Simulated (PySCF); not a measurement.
Simulated N 1s region for `N#C[BH2-][NH3+]`, binding energy against the vacuum level.

Every computed line was given a Gaussian of 1.0 eV full width at half maximum and an area set by the number of equivalent atoms; the highest printed point is 100. Method used: PySCF 2.14.0, delta-SCF UKS SCAN, pcX-2 on the ionised atom, pcseg-1 elsewhere, spin-free X2C.

```csv
binding energy (eV),intensity
402.8,1
403.0,2
403.2,8
403.4,20
403.6,42
403.8,70
404.0,94
404.2,100
404.4,85
404.6,59
404.8,32
405.0,14
405.2,5
405.4,1
405.6,0
405.8,0
406.0,0
406.2,0
406.4,0
406.6,0
406.8,0
407.0,0
407.2,0
407.4,0
407.6,1
407.8,3
408.0,9
408.2,22
408.4,45
408.6,74
408.8,96
409.0,99
409.2,83
409.4,55
409.6,29
409.8,13
410.0,4
410.2,1
410.4,0
```

**Question.** Count the maxima, the lines and the sites behind this envelope.

**Answer.** The curve has 2 maxima (at 404.2 and 408.9 eV). Under it lie 2 lines from 2 inequivalent nitrogen sites.

**Question.** Decompose the envelope and assign each component. Numbering: `[N:1]#[C:2][BH2-:3][NH3+:4]`.

**Answer.** 
```
position (eV)  relative area  line  atoms                   environment
       404.16              1  N 1s     N1                cyano nitrogen
       408.93              1  N 1s     N4  nitrogen bonded to B and 3 H
```

**Question.** What are the centre and the root-mean-square width of the whole band?

**Answer.** The area-weighted mean of the lines is 406.55 eV. Their own spread about it is 2.39 eV (rms) and each Gaussian has σ = 1.0/2.355 = 0.42 eV; the variances add, which gives 2.43 eV.

**Question.** Above which line width would these two lines show one maximum?

**Answer.** Two equal Gaussians merge once their distance is under 2σ = FWHM/1.177. With 4.78 eV between them that is a full width over 5.63 eV.

The listed N 1s values span 4.77 eV, from N1 (bonded to C (triple bond)) to N4 (bonded to 3 H and B). Summing the Pauling electronegativity differences to the bonded atoms, each weighted by its formal bond order, gives -1.47 for the lowest site and -3.52 for the highest; the largest sum, -1.47, belongs to N1, 4.77 eV below the top. The smallest sum, -3.52, belongs to N4, 4.77 eV above the lowest.

Shake-up satellites, vibrational structure and lifetime widths aren't simulated. Geometry: PBE0-D3(BJ)/def2-SVP; no solvent, vibrations or thermal averaging.
